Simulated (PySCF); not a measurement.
PySCF 2.14 output of an unrestricted CAM-B3LYP calculation on a single atom or ion in aug-cc-pVDZ-PP with ECP10MDF (5s4p3d, 32 functions), with a scalar-relativistic core potential:

```
SCF conv_tol = 1e-09
number electrons alpha = 14  beta = 10
    T. Yanai, D. P. Tew, and N. C. Handy.,  Chem. Phys. Lett. 393, 51 (2004)
cycle= 1 E= -372.335603547751  delta_E= -0.00704  |g|= 0.0231  |ddm|= 0.279
cycle= 2 E= -372.335836686899  delta_E= -0.000233  |g|= 0.00622  |ddm|= 0.057
cycle= 3 E= -372.33585676288  delta_E= -2.01e-05  |g|= 0.00132  |ddm|= 0.0164
cycle= 4 E= -372.335859683003  delta_E= -2.92e-06  |g|= 0.000237  |ddm|= 0.00911
cycle= 5 E= -372.33585973752  delta_E= -5.45e-08  |g|= 2.01e-05  |ddm|= 0.00127
cycle= 6 E= -372.335859738182  delta_E= -6.62e-10  |g|= 1.21e-06  |ddm|= 0.000134
converged SCF energy = -372.335859738182  <S^2> = 6.0039888  2S+1 = 5.0015952
```

The run itself started from symmetry-adapted Hartree-Fock orbitals and held the occupation by maximum overlap, on a logarithmic radial grid, so the iterations belong to that start.

Q: Which element, charge and spin multiplicity is this?

A: Se (selenium, neutral), multiplicity 5; the state was [Ar] 3d10 4s1 4p4 4d1, one real determinant (an excited configuration).

⟨L²⟩ = 8.00 against 12 for a pure F term, so this real determinant mixes terms. Energies and moments cover only the electrons outside the core potential. The outer electron is Rydberg-like, and this basis confines it to a smaller radius and binds it less than a complete one would. At CAM-B3LYP the highest occupied level has a positive energy, so only the finite basis holds that electron; for this excited configuration the basis is too tight for the outer shell.
